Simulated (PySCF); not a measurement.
Task: What does the PBE0-D3(BJ)/def2-SVP structure of `[H][In]([H])([H])<-[SH2]` (In(H2S)H3) look like in three dimensions?

Result: 
```xyz
7
H5InS angstrom
In     0.1266   -0.2092   -1.2242
S      0.1483   -0.2613    1.6578
H      0.5221    1.0282    1.8075
H     -1.1620    0.0343    1.8020
H      1.8575   -0.1855   -1.3650
H     -0.7462    1.2959   -1.3046
H     -0.7463   -1.7025   -1.3736
```

Any rigid rotation of these coordinates is as good. Atoms count from 1 in this order. In1 (indium bonded to S and 3 H) has angles from 93.8° to 120.4°. S2 (sulfur bonded to In and 2 H) is pyramidal (angles 95.5°, 95.5° and 92.7°, sum 283.7°, 0.84 Å off the plane of its three neighbours).

Bonds between heavy atoms (Å): In1–S2 2.882.

Method used: PBE0-D3(BJ)/def2-SVP geometry optimisation, gas phase, def2 core potentials past Kr (PySCF 2.14.0).

Point group: Cs (tolerance 0.08 Å). PBE0-D3(BJ)/def2-SVP frequencies: not computed here.

Hardware: an x86-64 server with one thread, shared host. Cost: 18 s of wall time. This is the geometry optimisation.
